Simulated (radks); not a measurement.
The sulfur anion S-, [Ne] 3s2 3p5, held by a Watson sphere: a shell of charge +1 at radius R that stands for the Madelung well of a crystal (potential energy -1/R inside, -1/r outside, in hartree with lengths in bohr). Method: non-relativistic Kohn-Sham, LDA (Slater exchange, Perdew-Wang correlation), spin-polarised, spherical densities, point nucleus; open shells are filled with parallel spins first; computed with a radial shooting solver on a logarithmic mesh with Libxc functionals. Response by self-consistent Sternheimer equations with the Hartree and adiabatic LDA kernel. The sphere does not respond.

R (bohr)  e(3s down) (eV)  e(3p up) (eV)  e(3p down) (eV)  <r> 3p (bohr)  sum of <r^2> (bohr^2)  X-ray form factor at sin(theta)/lambda = 0.3 1/angstrom  alpha (bohr^3)
2.95              -15.855         -6.960           -6.312          2.221                  38.44                                                    9.002           31.17
3.29              -15.390         -6.528           -5.890          2.258                  39.55                                                    9.005           34.72
3.85              -14.711         -5.870           -5.242          2.307                  41.06                                                    9.011           40.73
4.18              -14.357         -5.520           -4.895          2.329                  41.78                                                    9.013           44.26
4.24              -14.296         -5.459           -4.835          2.333                  41.90                                                    9.013           44.90
4.34              -14.197         -5.360           -4.736          2.339                  42.09                                                    9.014           45.96
